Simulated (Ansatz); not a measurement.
`C=C[CH2][GeH2][F]` + CH₃NH₂ → `C=CNC` + `[CH3][GeH2][F]`  (substitution at a C–C bond)

Isolated molecules relaxed with PBE0-D4/def2-TZVP in Ansatz; ΔE leaves out vibrations. CBS: MP2 limit from def2 TZ/QZ plus the TZ coupled-cluster correction, frozen cores. Functionals use def2-TZVPP. For Ge outer-core shells are correlated without core-valence functions, which leaves a few kJ/mol of doubt a bond. Scalar relativity is left out up to krypton. Each species was taken in one conformer, which may not be the lowest.

(1) Is it downhill or uphill in electronic energy at CCSD(T)/CBS, and by how much? (Best estimate.)

(2) What do these levels give: revPBE-D4, BLYP-D4, B97M-V, r2SCAN0-D4, CAM-B3LYP-D4, B2PLYP, PBE-QIDH, revPBE, BLYP, PBE0, CCSD(T)/def2-SVP, HF/CBS(def2)? (An estimate is asked.)

Largest T1 diagnostic among the species: 0.011.

Results:

(1) The calculation gave: Nearly level: ΔE = -0.9 kJ/mol.

(2) Ansatz gave: revPBE-D4 -12.9, BLYP-D4 -13.0, B97M-V -11.8, r2SCAN0-D4 -12.4, CAM-B3LYP-D4 -12.6, B2PLYP -10.3, PBE-QIDH -8.6, revPBE -14.7, BLYP -16.4, PBE0 -13.4, CCSD(T)/def2-SVP -9.9, HF/CBS(def2) -8.2 kJ/mol.

Leaving LDA and LC-ωPBE aside and taking each functional with its dispersion term where it has one, the values, not all of them listed here, spread over 6.8 kJ/mol, from r2SCAN-D4 to ωB97M-V. LDA lies −7.1 kJ/mol from PBE without D4. The D4 term adds +3.0 kJ/mol with B3LYP and +1.8 kJ/mol with PBE0; it sums over pairs of atoms, weighted by their polarisabilities, and B3LYP, whose exchange is more repulsive, gets the larger term.

B3LYP here is the variant with VWN-RPA as its local correlation; programs differ in this.
